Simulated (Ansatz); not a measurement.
Level of theory: Ansatz (a first-principles code) with CAM-B3LYP-D3(BJ)/def2-TZVPD. No frequencies were computed at this level.

Ansatz 0.2 input:
```yaml
crystal:
  periodic: [false, false, false]
  atoms:
    - { symbol: O, position_ang: [1.267894, -0.031994, -0.137305] }
    - { symbol: Si, position_ang: [-0.322624, -0.285163, -0.07556] }
    - { symbol: Br, position_ang: [-1.25688, 1.325806, 1.132204] }
    - { symbol: H, position_ang: [1.685044, 0.798131, -0.350583] }
    - { symbol: H, position_ang: [-0.959201, -0.186819, -1.37716] }
    - { symbol: H, position_ang: [-0.453143, -1.526043, 0.65177] }
basis:
  gaussian: { orbitals: def2-tzvpd }
hamiltonian:
  xc: cam_b3lyp
  dispersion: d3bj
relax:
  max_steps: 150
```

Output:

```
Functional definition: CAM-B3LYP
1077 factors; their error is unknown
367 factors; integrals over basis functions are off by at most 5.6e-6 eV
mean field evaluation 1: about -80022.1832 eV, gradient 5.2e1 eV
mean field evaluation 2: about -80017.8453 eV, gradient 7.2e1 eV
mean field evaluation 4: about -80026.3045 eV, gradient 1.0e0 eV
mean field evaluation 8: about -80026.5507 eV, gradient 3.4e-1 eV
mean field evaluation 16: about -80026.5508 eV, gradient 4.9e-5 eV
mean field -80026.55079389 eV, -2940.9214977312 hartree, gradient 4.9e-5 eV, S^2 0.000000; 0 other end points of the search recorded, 0 dependent functions left out
reference -80026.55092335 eV, -2940.9215024887 hartree; 30, 30 occupied and 137, 137 virtual orbitals, 1077 factors
relax step   1: F+E_penalty+E_count = -80026.65283492 eV  Δ(F+E_penalty+E_count) = +0.000e0 eV  max|allowed force component| = 6.048e-1 eV/Å  Δτ_max = 0.0000 Å  (29 SCF iters, accepted)
these checks for a lower state are left out or cut short: starts, cluster_reference, orbital_swaps, neighbouring_geometries, increment
1077 factors; their error is unknown
367 factors; integrals over basis functions are off by at most 6.4e-6 eV
mean field -80026.58533917 eV, -2940.9227672469 hartree, gradient 1.9e-5 eV, S^2 0.000000; 0 other end points of the search recorded, 0 dependent functions left out
reference -80026.58546859 eV, -2940.9227720029 hartree; 30, 30 occupied and 137, 137 virtual orbitals, 1077 factors
relax step   2: F+E_penalty+E_count = -80026.68657614 eV  Δ(F+E_penalty+E_count) = -3.374e-2 eV  max|allowed force component| = 3.013e-1 eV/Å  Δτ_max = 0.0614 Å  (34 SCF iters, accepted)
these checks for a lower state are left out or cut short: starts, cluster_reference, orbital_swaps, neighbouring_geometries, increment
1077 factors; their error is unknown
367 factors; integrals over basis functions are off by at most 6.2e-6 eV
mean field -80026.59133053 eV, -2940.9229874252 hartree, gradient 1.4e-5 eV, S^2 0.000000; 0 other end points of the search recorded, 0 dependent functions left out
reference -80026.59146003 eV, -2940.9229921843 hartree; 30, 30 occupied and 137, 137 virtual orbitals, 1077 factors
relax step   3: F+E_penalty+E_count = -80026.69273578 eV  Δ(F+E_penalty+E_count) = -6.160e-3 eV  max|allowed force component| = 2.065e-1 eV/Å  Δτ_max = 0.0177 Å  (34 SCF iters, accepted)
these checks for a lower state are left out or cut short: starts, cluster_reference, orbital_swaps, neighbouring_geometries, increment
1077 factors; their error is unknown
367 factors; integrals over basis functions are off by at most 6.2e-6 eV
mean field evaluation 32: about -80026.3513 eV, gradient 1.9e-2 eV
mean field -80026.59489673 eV, -2940.9231184805 hartree, gradient 1.5e-5 eV, S^2 0.000000; 0 other end points of the search recorded, 0 dependent functions left out
reference -80026.59502607 eV, -2940.9231232336 hartree; 30, 30 occupied and 137, 137 virtual orbitals, 1077 factors
relax step   4: F+E_penalty+E_count = -80026.69651833 eV  Δ(F+E_penalty+E_count) = -3.783e-3 eV  max|allowed force component| = 1.885e-1 eV/Å  Δτ_max = 0.0410 Å  (32 SCF iters, accepted)
these checks for a lower state are left out or cut short: starts, cluster_reference, orbital_swaps, neighbouring_geometries, increment
1077 factors; their error is unknown
367 factors; integrals over basis functions are off by at most 6.2e-6 eV
mean field -80026.59631295 eV, -2940.9231705257 hartree, gradient 1.4e-5 eV, S^2 0.000000; 0 other end points of the search recorded, 0 dependent functions left out
reference -80026.59644241 eV, -2940.9231752833 hartree; 30, 30 occupied and 137, 137 virtual orbitals, 1077 factors
relax step   5: F+E_penalty+E_count = -80026.69790240 eV  Δ(F+E_penalty+E_count) = -1.384e-3 eV  max|allowed force component| = 3.215e-2 eV/Å  Δτ_max = 0.0104 Å  (34 SCF iters, accepted)
these checks for a lower state are left out or cut short: starts, cluster_reference, orbital_swaps, neighbouring_geometries, increment
1077 factors; their error is unknown
367 factors; integrals over basis functions are off by at most 6.2e-6 eV
mean field -80026.59671096 eV, -2940.9231851521 hartree, gradient 1.4e-5 eV, S^2 0.000000; 0 other end points of the search recorded, 0 dependent functions left out
reference -80026.59684047 eV, -2940.9231899117 hartree; 30, 30 occupied and 137, 137 virtual orbitals, 1077 factors
relax step   6: F+E_penalty+E_count = -80026.69822806 eV  Δ(F+E_penalty+E_count) = -3.257e-4 eV  max|allowed force component| = 1.481e-2 eV/Å  Δτ_max = 0.0193 Å  (34 SCF iters, accepted)
these checks for a lower state are left out or cut short: starts, cluster_reference, orbital_swaps, neighbouring_geometries, increment
1077 factors; their error is unknown
367 factors; integrals over basis functions are off by at most 6.2e-6 eV
mean field -80026.59683722 eV, -2940.9231897923 hartree, gradient 1.4e-5 eV, S^2 0.000000; 0 other end points of the search recorded, 0 dependent functions left out
reference -80026.59696673 eV, -2940.9231945517 hartree; 30, 30 occupied and 137, 137 virtual orbitals, 1077 factors
relax step   7: F+E_penalty+E_count = -80026.69831860 eV  Δ(F+E_penalty+E_count) = -9.054e-5 eV  max|allowed force component| = 3.495e-3 eV/Å  Δτ_max = 0.0117 Å  (33 SCF iters, accepted)
1077 factors; their error is unknown
367 factors; integrals over basis functions are off by at most 6.2e-6 eV
mean field evaluation 64: about -80026.3517 eV, gradient 9.9e-1 eV
mean field -80026.59683722 eV, -2940.9231897923 hartree, gradient 5.5e-5 eV, S^2 0.000000; 1 other end points of the search recorded, 0 dependent functions left out
reference -80026.59696673 eV, -2940.9231945517 hartree; 30, 30 occupied and 137, 137 virtual orbitals, 1077 factors
Total energy: -80026.69844811 eV, -2940.9269239235 hartree
Atom 0 at     1.311874    -0.025689    -0.095780 Å, force     0.000310     0.001532     0.000592 eV/Å
Atom 1 at    -0.300951    -0.257240    -0.038617 Å, force    -0.003495    -0.003243     0.002705 eV/Å
Atom 2 at    -1.294560     1.328463     1.164731 Å, force     0.000878    -0.001373    -0.000871 eV/Å
Atom 3 at     1.673341     0.794413    -0.438474 Å, force     0.001079    -0.000074    -0.001502 eV/Å
Atom 4 at    -0.918863    -0.197956    -1.373842 Å, force     0.001370     0.000406     0.000893 eV/Å
Atom 5 at    -0.509750    -1.548073     0.625348 Å, force    -0.000142     0.002752    -0.001817 eV/Å
Dipole moment:     0.126090     0.027937    -0.268486 e Å
```

Cost: very roughly 80 core-seconds.
